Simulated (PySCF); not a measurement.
OsH₂ to OsH₄: adding ligands

Level: PBE0 in the def2-TZVP basis family, computed in PySCF with density fitting; scalar-relativistic core potentials for atoms from Rb on, none lighter, no spin–orbit coupling; open shells unrestricted.

Each entry is the lowest minimum that a search over a few typed start shapes (and spin states, where more than one is plausible) found, or that minimum re-optimised at the stated level; isomers with ligand–ligand bonds, or fragments after loss of a ligand pair, can lie lower.

```csv
molecule,2S+1,point group,mean bond to Os (Å),dipole (D),gap (eV),distinct angles (°),lowest ω (cm⁻¹)
OsH₂,3,C2v,1.581,2.21,–,86,535
OsH₃,2,C3v,1.583,1.86,–,104,711
OsH₄,1,Td,1.585,0.00,4.76,109,813
```

The bond lengthens at every step; the largest change, 0.002 Å, falls between OsH₂ and OsH₃ among the members listed.

The shape changes along the series: C2v for OsH₂; C3v for OsH₃; Td for OsH₄.

Spin–orbit coupling can matter for OsH₂, OsH₃, OsH₄.

Left out of the table are members whose search was unfinished or whose lowest solution was spin-contaminated, unstable, very soft or bonded differently.

Open d and f shells are single-determinant solutions and may miss the true ground state.
